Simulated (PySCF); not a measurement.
A structure optimised at PBE-D3(BJ)/def2-SVP, used in a PySCF frequency run:

```xyz
9

C      2.0206    -0.2048    -1.0362
Si     0.1856    -0.1281    -0.7988
O     -0.4963    -1.5339    -1.3583
F     -0.4407     1.1479    -1.6094
Br    -0.3583     0.2080     1.3481
H      2.4524    -1.0319    -0.4398
H      2.4907     0.7453    -0.7161
H      2.2570    -0.3771    -2.1055
H     -1.4443    -1.6534    -1.1718
```

Question: Write its SMILES and formula.

Answer: C[Si](O)(F)Br, CH₄BrFOSi

Question: What are its rotational constants (standard atomic weights)?

Answer: 3.5745, 1.4697, 1.4408 GHz
